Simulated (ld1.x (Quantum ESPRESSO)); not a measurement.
## chlorine: variants of one TM potential

Base potential:

```
Element                 : chlorine
Generator               : ld1.x (Quantum ESPRESSO) 7.5
Type                    : norm-conserving Troullier–Martins (Kleinman–Bylander form)
Functional              : LDA (PZ)
Relativity              : non-relativistic
Frozen core             : [Ne]
Valence charge          : 7
Reference configuration : 3s2 3p5
Partial waves           : 3p (bound): rc 1.40 bohr; 3d channel at 0.45 Ry: rc 1.45 bohr; 3s (bound): rc 0.95 bohr
Local potential         : the s channel
Core correction         : a·sin(br)/r model core inside 0.50 bohr
```

All-electron outer shells of the reference configuration (LDA (PZ), non-relativistic, ld1.x):

```json
{"shell": "2p", "level (eV)": "-191.57", "outermost node (bohr)": "–", "outermost maximum (bohr)": "0.30"}
{"shell": "3s", "level (eV)": "-20.53", "outermost node (bohr)": "0.56", "outermost maximum (bohr)": "1.29"}
{"shell": "3p", "level (eV)": "-8.72", "outermost node (bohr)": "0.53", "outermost maximum (bohr)": "1.43"}
```

Cutoffs, loose and tight: the cutoffs (Ry, on a coarse ladder) from which the occupation-weighted sum of valence levels, in a spherical-Bessel basis at the reference potential, stays within 10 and 1 mRy of its value at 400 Ry. They do not see the model core or the augmentation charge, which bear on the density cutoff. Test errors are all-electron minus pseudo excitation energies from the reference, over the configurations 3s2 3p4; 3s2 3p3; 3s2 3p2; 3s1 3p5; 3s2 3p4.5; 3s2 3p5.3; 3s2 3p1 (two spin-polarised tests are not counted in the largest error). A dash means not determined; rows that change the core or the reference have their own tests.

A true bound ghost makes a file unfit for plane-wave use even where its test errors are small: the radial tests pick states by their node count and pass the ghost by.

| change | outcome | cutoff, loose | cutoff, tight | bound ghosts | largest test error (meV) |
| --- | --- | --- | --- | --- | --- |
| base | generated | 140 Ry | 260 Ry | none | +303 |
| all radii but the core radius scaled by about 0.80 (s 0.76, p 1.12, d 1.16 bohr) | generated | over 300 Ry | over 300 Ry | s (extra level of the local part) | +532 |
| all radii but the core radius scaled by about 0.89 (s 0.84, p 1.24, d 1.30 bohr) | generated | 260 Ry | over 300 Ry | none | +407 |
| all radii but the core radius scaled by about 1.24 (s 1.18, p 1.74, d 1.80 bohr) | generated | 50 Ry | 80 Ry | none | +203 |
| all radii but the core radius scaled by about 1.35 (s 1.28, p 1.90, d 1.96 bohr) | generated | 50 Ry | 70 Ry | none | +169 |

(1) What comes out with this change to the base: all radii but the core radius scaled by about 1.16 (s 1.10, p 1.62, d 1.68 bohr)?

## Answers

(1) outcome: generated; cutoff, loose: 60 Ry; cutoff, tight: 140 Ry; bound ghosts: none; largest test error (meV): +228.

Reading the sweep of the scale of all radii but the core radius (base = 1) (base included, trends over the rows without a ghost): The loose cutoff falls from 260 Ry at 0.89 to 50 Ry at 1.35. A larger radius leaves more room for a smooth pseudo-wave, so fewer plane waves are needed; a smaller one forces it to follow the all-electron wave where it bends sharply. The median size of the test errors (rows with all tests solved) is not monotonic: lowest 6.2 meV at 1, highest 10.7 meV at 1.35. Bound ghosts are found at 0.8.
